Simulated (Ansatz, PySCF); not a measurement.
Pulling on the N3–H4 bond in H3NSe (SMILES N[SeH]) (multiplicity 1 held, fragments rigid). Energies count from the point at 1.012 Å.
Geometry at that point (charge 0, multiplicity 1):
```json
[
 {"atom": "Se", "x (Å)": "-0.0430", "y (Å)": "0.3156", "z (Å)": "0.2326"},
 {"atom": "H", "x (Å)": "-1.2669", "y (Å)": "0.7729", "z (Å)": "-0.4779"},
 {"atom": "N", "x (Å)": "0.3666", "y (Å)": "-1.2273", "z (Å)": "-0.7248"},
 {"atom": "H", "x (Å)": "0.5479", "y (Å)": "-1.0107", "z (Å)": "-1.6964"},
 {"atom": "H", "x (Å)": "-0.3858", "y (Å)": "-1.9010", "z (Å)": "-0.6611"}
]
```

R- and RO- levels are restricted; in cc, def2 and unpolarised 6-31G sets they are followed outwards from rest. U- levels take the lowest unrestricted solution at each point, which mixes spins at long bonds. Active spaces are followed from a long bond inwards. Levels need not reach the same state.

Correlated levels freeze the cores. Filled d and f shells under p-block atoms count as core. Rows in LANL2DZ carry no dispersion term and start afresh at each structure. LANL2DZ brings its own core potentials from Na on.

Programs: Ansatz (a first-principles code) with Gaussian orbitals; PySCF for LANL2DZ rows. Each number belongs to the level named beside it.

What energy at R = 3.238 Å does R-HF/cc-pVTZ give?

193.2 kcal/mol

Estimate the energy at R = 3.238 Å that FIC-MRCISD+Q on CASSCF(2,2)/cc-pVTZ returns for this input.

107.1 kcal/mol

What is the computed energy at R = 3.238 Å (U-B3LYP/LANL2DZ)?

106.0 kcal/mol

Doubts at one or more of the structures used: a restricted determinant that unrestricted orbitals would lower (R-HF/cc-pVTZ); a spin-contaminated determinant (U-B3LYP/LANL2DZ).
